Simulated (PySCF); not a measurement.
The second ionisation energy along group 13

All values are computed (PySCF 2.14, energy differences of UHF-based or UKS calculations, no spin-orbit coupling). Values in eV. The last column holds reference values (NIST; (s) semi-empirical, (t) theoretical, else measured). Unmarked ones compare directly (S terms, centres of terms, or small fine structure); those marked * lie between the lowest fine-structure levels and include a spin-orbit shift.

```tsv
element	configurations	MP2 (valence)	SCS-MP2 (valence)	CCSD (valence)	CCSD(T) (valence)	CCSDT (valence)	FCI (valence)	reference
B (def2-SVP, non-relativistic)	[He] 2s2 → [He] 2s1	24.154	24.333	24.874	24.874	24.874	24.874	25.155
Al (def2-SVP, non-relativistic)	[Ne] 3s2 → [Ne] 3s1	18.173	18.312	18.519	18.519	18.519	18.519	18.829
Ga (def2-SVP, non-relativistic)	[Ar] 3d10 4s2 → [Ar] 3d10 4s1	19.126	19.260	19.452	19.452	19.452	19.452	20.515
In (def2-SVP with the def2 core potential (28 electrons), ECP)	[Kr] 4d10 5s2 → [Kr] 4d10 5s1	17.564	17.677	17.849	17.849	17.849	17.849	18.870
Tl (def2-SVP with the def2 core potential (60 electrons), ECP)	[Xe] 4f14 5d10 6s2 → [Xe] 4f14 5d10 6s1	18.827	18.919	19.047	19.047	19.047	19.047	20.428
```

```tsv
method	elements	mean error (eV)	mean absolute error (eV)	largest error (eV)
MP2 (valence)	5	-1.190	1.190	-1.601
SCS-MP2 (valence)	5	-1.059	1.059	-1.509
CCSD (valence)	5	-0.811	0.811	-1.382
CCSD(T) (valence)	5	-0.811	0.811	-1.382
CCSDT (valence)	5	-0.811	0.811	-1.382
FCI (valence)	5	-0.811	0.811	-1.382
```

Errors include the incompleteness of the basis and the frozen core.

"Valence" correlates the outer s and p shells and, in groups 3 to 12 and the f block, the outer d or f shell, open or full, or the next shell where the ion has no valence electron left; the wider scheme adds the next inner shell.
